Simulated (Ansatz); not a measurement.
Stepwise reaction of `FB(F)[SeH]` with hydrogen chloride, as a gas-phase model of exchange steps in deposition or etching. ΔE in kJ/mol; ΔG adds harmonic PBE0-D4 terms to CCSD(T)/CBS, at 1 bar.

Program: Ansatz. Geometries: PBE0-D4/def2-TZVP. ΔE: electronic, gas phase. CCSD(T)/CBS is the MP2 limit (def2-TZVPP, def2-QZVPP) plus CCSD(T) − MP2 in def2-TZVPP, frozen cores. This one scheme is used for every species. DFT in def2-TZVPP. B3LYP here is the variant with VWN-RPA as its local correlation; programs differ in this. For Se outer-core shells are correlated without core-valence functions, which leaves a few kJ/mol of doubt a bond. Scalar relativity is left out up to krypton. One conformer a species, not always the lowest.

```json
{"step": "1", "reaction": "`FB(F)[SeH]` + HCl → `FB(Cl)[SeH]` + H–F", "PBE-D4": "52.6", "B3LYP-D4": "62.3", "ωB97M-V": "62.0", "CCSD(T)/CBS": "55.4", "ΔG(600 K)": "59.9"}
```

Give the row of step 2, `FB(Cl)[SeH]` + HCl → `ClB(Cl)[SeH]` + H–F. (Best estimate.)

Ansatz gave: 
```csv
step,reaction,PBE-D4,B3LYP-D4,ωB97M-V,CCSD(T)/CBS,ΔG(600 K)
2,`FB(Cl)[SeH]` + HCl → `ClB(Cl)[SeH]` + H–F,45.6,54.9,55.1,46.0,50.8
```

By hand: ΔE of the 2 steps together at CCSD(T)/CBS.

(55.4) + (46.0) = 101.4 kJ/mol, or 50.7 kJ/mol a step.

In ΔE each step is lower than the one before. All are uphill at CCSD(T)/CBS. ΔG lies between 50.8 and 59.9 kJ/mol a step. PBE-D4 differs from CCSD(T)/CBS by -2.8 to -0.4 kJ/mol a step. Isolated molecules leave out the surface, adducts and barriers. Largest T1 diagnostic: 0.012.
